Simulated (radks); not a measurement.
Task: The argon ion Ar3+, configuration [Ne] 3s2 3p3. All-electron calculation, scalar-relativistic Kohn-Sham, LB94 model potential, spin-polarised, spherical densities, finite nucleus; open shells are filled with parallel spins first; Fermi nuclear charge, rms radius 3.4274 fm. Program: a radial shooting solver on a logarithmic mesh with Libxc functionals. Some entries of the table are withheld. Estimate them.

orbital  occ.  eigenvalue (Ry)  <r^2> (bohr^2)
1s down     1        -236.9823        0.009801
1s up       1        -236.9656        0.009805
2s up       1        -26.67644          0.2006
2s down     1        -26.65591          0.2021
2p up       3        -21.79484          0.1720
2p down     3        -21.75554          0.1736
3s up       1         -5.38431             (1)
3s down     1         -5.26181             (2)
3p up       3              (3)           2.270
3p down     0              (4)           2.231
3d up       0         -2.64159           3.238
3d down     0         -2.53130           3.194
4s up       0              (5)           9.731
4s down     0              (6)           10.04

Result: 
(1) 3s up <r^2> (bohr^2): 1.922
(2) 3s down <r^2> (bohr^2): 1.883
(3) 3p up eigenvalue (Ry): -4.25562
(4) 3p down eigenvalue (Ry): -4.12559
(5) 4s up eigenvalue (Ry): -2.11090
(6) 4s down eigenvalue (Ry): -2.05036
